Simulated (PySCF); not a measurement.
C₃H₅F₃O₂Si.
Cartesian coordinates in Å at the PBE0-D3(BJ)/def2-SVP level; atoms count from 1:
```
atom  x, y, z in Å
O1     0.5158   -1.8677   -0.3123
C2     0.0722   -0.7936    0.0005
C3    -1.4054   -0.5193    0.1400
C4    -1.8636    0.8605   -0.2701
F5    -1.4147    1.1815   -1.4868
F6    -3.1996    0.9005   -0.3105
F7    -1.4620    1.8041    0.5769
O8     0.8443    0.2491    0.2910
Si9    2.5514    0.0368    0.1699
H10   -1.9457   -1.2641   -0.4572
H11   -1.6871   -0.6684    1.1942
H12    3.0744    1.3815    0.5193
H13    2.9969   -0.9796    1.1573
H14    2.9152   -0.3364   -1.2206
```

The closed-shell ground state was solved at several levels (PySCF, density fitting, gas phase, non-relativistic).

```csv
level,basis functions,total energy (Eh),HOMO (eV),LUMO (eV),gap (eV),dipole (D)
CAM-B3LYP/pcSseg-1,185,-856.6433,-10.22,0.69,10.91,1.33
PBE0/pcSseg-1,185,-856.1007,-8.74,-0.52,8.22,1.31
```

Problem. Estimate the row for CAM-B3LYP/def2-SVPD, a basis of 239 functions; the other rows only guide the guess.

Solution. Total energy -856.2105 Eh, HOMO -10.34 eV, LUMO 0.47 eV, gap 10.81 eV, dipole 1.36 D.

Problem. Over all these levels, which gives the widest orbital gap and which the narrowest?

Solution. CAM-B3LYP/pcSseg-1 (range-separated hybrid) has the widest, 10.91 eV, and PBE0/pcSseg-1 (global hybrid, 25 % exact exchange) the narrowest, 8.22 eV. The two share the basis. From the narrowest to the widest the HOMO moves by -1.48 eV and the LUMO by +1.21 eV.

Problem. How far do the dipole and the HOMO energy spread over the levels?

Solution. The dipole runs from 1.31 to 1.36 D (mean 1.34 D) and the HOMO from -10.34 to -8.74 eV.

One conformer stands for the species.
